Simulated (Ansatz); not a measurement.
Cost and result for the atomization energy of C2H7BSe (`CBC[SeH]`) (11 atoms, 10 bonds).

Z-matrix (Å, degrees):
```
C
B 1 1.572
H 1 1.094 2 114.3
H 1 1.099 2 107.5 3 118.3
H 1 1.092 2 113.1 3 -124.8
C 2 1.553 1 121.9 3 -19.2
Se 2 2.350 1 112.0 3 44.8
H 2 1.201 1 120.5 3 168.4
H 6 1.086 2 122.3 1 -156.0
H 6 1.089 2 119.5 1 -6.6
H 7 1.467 2 92.3 1 149.9
```

Charge 0, multiplicity 1. Correlated methods include outer-core shells of Se, which these sets cover unevenly. Scalar relativity is left out up to krypton. All single points use the PBE0-D4/def2-TZVP geometry. It is one conformer, not always the lowest. Program: Ansatz. All runs use 4 threads of an Arm Neoverse V2 on a shared host. Times are those of one run each, without the atoms' runs, and a repeat can differ threefold. Electronic energies, without spin–orbit coupling; frozen cores. CCSD(T)/CBS adds CCSD(T) − MP2 in def2-TZVPP to the MP2 limit, and its time is that of the two runs behind it. T1 = 0.010. With those shells the extrapolation isn't a true limit. B3LYP takes the VWN-RPA correlation (the form of Gaussian; ORCA's B3LYP/G). HSE06 is the plane-wave form, built on full-range PBE exchange.

CCSD(T)/CBS is a level of theory with its own doubt, some kJ/mol a heavy atom from the limit and from the frozen cores, so smaller differences don't rank the functionals.

| level | functions | wall time | atomization (kJ/mol) | difference from CCSD(T)/CBS | per bond |
| --- | --- | --- | --- | --- | --- |
| LDA (SPW92)/def2-TZVPP | 239 | 1.1 s | 4470.5 | 535.5 | 53.5 |
| revPBE-D4/def2-TZVPP | 239 | 1.8 s | 3926.8 | -8.2 | -0.8 |
| PBE-D4/def2-TZVPP (with forces) | 239 | 2.2 s | 4008.6 | 73.6 | 7.4 |
| HSE06-D4/def2-TZVPP | 239 | 2.9 s | 3966.5 | 31.5 | 3.1 |
| CAM-B3LYP-D4/def2-TZVPP | 239 | 3 s | 3949.0 | 14.0 | 1.4 |
| B3LYP-D4/def2-TZVPP (with forces) | 239 | 3.9 s | 3945.1 | 10.1 | 1.0 |
| r2SCANh-D4/def2-TZVPP | 239 | 4.5 s | 3948.0 | 13.0 | 1.3 |
| B2PLYP/def2-TZVPP | 239 | 4.6 s | 3900.5 | -34.5 | -3.5 |
| CCSD(T)/def2-SVP | 109 | 5.5 s | 3755.2 | -179.8 | -18.0 |
| ωB97X-V/def2-TZVPP | 239 | 7 s | 3940.7 | 5.7 | 0.6 |
| MP2/def2-QZVPP | 470 | 21 s | 3935.3 | 0.3 | 0.0 |
| CCSD(T)/def2-TZVPP | 239 | 2.2 min | 3852.6 | -82.4 | -8.2 |
| CCSD(T)/CBS(def2) | – | 2.6 min | 3935.0 | 0.0 | 0.0 |

At CCSD(T), def2-SVP lies −179.8 kJ/mol from the extrapolated value and def2-TZVPP −82.4 kJ/mol: correlation converges slowly with the basis, and small sets miss more of it in the bonded molecule than in its fragments. From BLYP to BHLYP (50 % exact exchange), in def2-TZVPP and without D4, the atomization energy moves by −40.2 kJ/mol: exact exchange takes away binding that semilocal exchange gives to molecules. The D4 term adds +35.0 kJ/mol with B3LYP and +18.2 kJ/mol with PBE0; it sums over pairs of atoms, weighted by their polarisabilities, and B3LYP, whose exchange is more repulsive, gets the larger term.
